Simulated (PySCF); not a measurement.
**Two-component Hartree-Fock for Gd⁶²⁺ (gadolinium, charge +62)**

Start: 1s2. Calculated with PySCF 2.14 in an even-tempered Gaussian basis (16 s from 19 bohr⁻², ratio 2.6; 12 p from 25 bohr⁻², ratio 2.6; 6 d from 26 bohr⁻², ratio 2.8; 3 f from 1100 bohr⁻², ratio 2.8): generalised Hartree-Fock with the X2C-1e Hamiltonian and a Gaussian nucleus; spin-orbit coupling (SO) screened by Boettger's factors.

```csv
spinor shell,electrons,"ε, screened SO (eV)",weight of nominal j (screened SO),"rms radius, screened SO (bohr)"
1s1/2,2,-57908.6,1.000,0.0248
```

| quantity | screened SO |
| --- | --- |
| E (hartree) | -4301.46314 |
| M_J | 0 |
| ⟨J²⟩ | 0.000 |
| ⟨L²⟩ | 0.000 |
| ⟨S²⟩ | 0.000 |

Breit and QED terms are absent; they matter most for the inner s and p1/2 levels.

Densities and radii are taken from the X2C orbitals without a picture-change correction, which distorts them close to the nucleus.
